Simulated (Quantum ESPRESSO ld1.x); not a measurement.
Task: All-electron atom: the selenium ion Se3+ in [Ar] 3d10 4s2 4p1 (the NIST ground configuration). All-electron calculation, Dirac Kohn-Sham, RPBE, spin-unpolarised, spherical densities, point nucleus; open shells are shared between the two j in proportion to 2j + 1. Program: ld1.x of Quantum ESPRESSO 7.5. Some entries of the table are withheld. Estimate them.

orbital      occ.  eigenvalue (eV)  <1/r> (bohr^-1)  <r^2> (bohr^2)
1s1/2           2         -12539.4            34.57             (1)
2s1/2           2         -1643.39            7.687         0.04519
2p1/2           2         -1477.77              (2)         0.03485
2p3/2           4         -1436.01              (3)         0.03631
3s1/2           2         -249.976              (4)             (5)
3p1/2           2         -193.330              (6)          0.3971
3p3/2           4         -187.454              (7)          0.4113
3d3/2           4         -89.8974            2.048          0.4845
3d5/2           6         -88.9971            2.033          0.4909
4s1/2           2         -49.1760           0.8078           3.049
4p1/2    0.333333         -36.6923           0.7004             (8)
4p3/2    0.666667         -36.1054           0.6892             (9)
4d3/2           0         -19.5611           0.4781           8.297
4d5/2           0         -19.5068           0.4767           8.348
5s1/2           0         -18.5288           0.3628           14.88
5p1/2           0         -14.8270           0.3236           19.26
5p3/2           0         -14.6672           0.3205           19.62
4f5/2           0          -9.5950           0.2595           22.27
4f7/2           0          -9.5946           0.2595           22.27

Result: 
(1) 1s1/2 <r^2> (bohr^2): 0.002615
(2) 2p1/2 <1/r> (bohr^-1): 7.650
(3) 2p3/2 <1/r> (bohr^-1): 7.414
(4) 3s1/2 <1/r> (bohr^-1): 2.500
(5) 3s1/2 <r^2> (bohr^2): 0.3786
(6) 3p1/2 <1/r> (bohr^-1): 2.379
(7) 3p3/2 <1/r> (bohr^-1): 2.323
(8) 4p1/2 <r^2> (bohr^2): 3.984
(9) 4p3/2 <r^2> (bohr^2): 4.095
